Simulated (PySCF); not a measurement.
## Working out the ionisation energy of Se²⁺

Se²⁺ [Ar] 3d10 4s2 4p2 (3P) → Se³⁺ [Ar] 3d10 4s2 4p1 (2P). All numbers are calculated (PySCF 2.14, a scalar-relativistic core potential, in aug-cc-pwCVTZ-PP with ECP10MDF (8s7p6d4f1g, 96 functions)). Frozen: 3s2 3p6 3d10. Energies in hartree (1 hartree = 27.21139 eV):

| part | Se²⁺ (lower) | Se³⁺ (upper) |
| --- | --- | --- |
| UHF | -370.783264 | -369.644269 |
| CCSD correlation | -0.074722 | -0.058458 |
| (T) | -0.001603 | -0.000719 |

What does Hartree-Fock give?

(-369.644269) − (-370.783264) = 1.138995 hartree = 30.994 eV.

What do CCSD and CCSD(T) give?

The CCSD correlation energies differ by 0.016264 hartree = 0.443 eV and the triples by 0.000884 hartree = 0.024 eV, so CCSD gives 31.437 eV and CCSD(T) 31.461 eV.

Reference: 31.697 ± 0.019 eV (measured; NIST Atomic Spectra Database, ionization energies), between the lowest levels; spin-orbit coupling is absent from the calculation.

What remains against the reference includes basis incompleteness, the frozen core and higher excitations.
